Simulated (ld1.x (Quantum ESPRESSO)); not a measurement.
# Scattering properties, PAW potential for cerium (Ce)

ld1.x (Quantum ESPRESSO) 7.5 input, shortened:

```
&input
   title='Ce', zed=58., rel=1, dft='BLYP', iswitch=3,
   config='[Xe] 4f1 5d1 6s1 6p1'
 /
 &inputp
   pseudotype=3, lpaw=.true., tm=.true., lloc=-1, rcloc=1.70,
   nlcc=.true., new_core_ps=.true.,
   which_augfun='BESSEL', rmatch_augfun=1.90
 /
6
5S  1  0   2.00   0.00  1.95  2.40  0.0
6S  2  0   1.00   0.00  1.95  2.40  0.0
5P  2  1   6.00   0.00  2.60  3.30  0.0
6P  3  1   1.00   0.00  2.60  3.30  0.0
5D  3  2   1.00   0.00  1.85  2.20  0.0
5D  3  2   0.00   0.75  1.85  2.20  0.0
 &test
   configts(1)='5s2 5p6 5d1 6s1 6p1'
 /
```

The phase is arctan(r·u′/u) with u = r·R(r), unwrapped; energies in Ry, scanned from -5 to 5 Ry. A pole is an energy at which the radial function vanishes at the test radius. The pseudo phase is shifted by a multiple of π to meet the all-electron one at the reference energy, and phase errors are pseudo minus all-electron; the curves can meet again beyond the range given. Levels narrower than the energy grid can be missing from the lists of poles.

```tsv
channel	radius (bohr)	reference energy (Ry)	poles, all-electron	poles, pseudo	unbroken range about the reference energy with phases within 0.05 rad	phase error 1 Ry above the reference energy (rad)
s	3.61	-0.31	-3.03, 1.15	-3.03, 1.16	below 2.7	+0.001
p	3.61	-0.12	-1.71, 2.03	-1.71, -1.29, 1.18	-0.9 to 0.1	-0.182
d	3.61	-0.28	0.09, 3.66	0.09, 3.64	the whole range	+0.000
```

The ghost test of this file was not conclusive. Its overlap operator is not positive definite in a basis up to 400 Ry (lowest eigenvalue s -0.93, p -0.47), so the file is unfit for use: the generalised eigenproblem breaks down once the basis is large enough, and its test numbers describe a broken file.

Phases in the s channel:

| E (Ry) | all-electron | pseudo |
| --- | --- | --- |
| -5.00 | 1.436 | 1.436 |
| -4.48 | 1.426 | 1.426 |
| -3.96 | 1.413 | 1.413 |
| -3.44 | 1.391 | 1.391 |
| -2.92 | -1.719 | -1.719 |
| -2.40 | -1.773 | -1.773 |
| -1.88 | -1.817 | -1.817 |
| -1.36 | -1.891 | -1.891 |
| -0.84 | -2.078 | -2.078 |
| -0.32 | -3.045 | -3.045 |
| 0.20 | -4.378 | -4.377 |
| 0.72 | -4.626 | -4.625 |
| 1.24 | -4.727 | -4.724 |
| 1.76 | -4.798 | -4.792 |
| 2.28 | -4.878 | -4.859 |
| 2.80 | -5.024 | -4.955 |
| 3.32 | -5.612 | -5.154 |
| 3.84 | -7.285 | -5.854 |
| 4.36 | -7.632 | -7.139 |
| 4.88 | -7.738 | -7.517 |
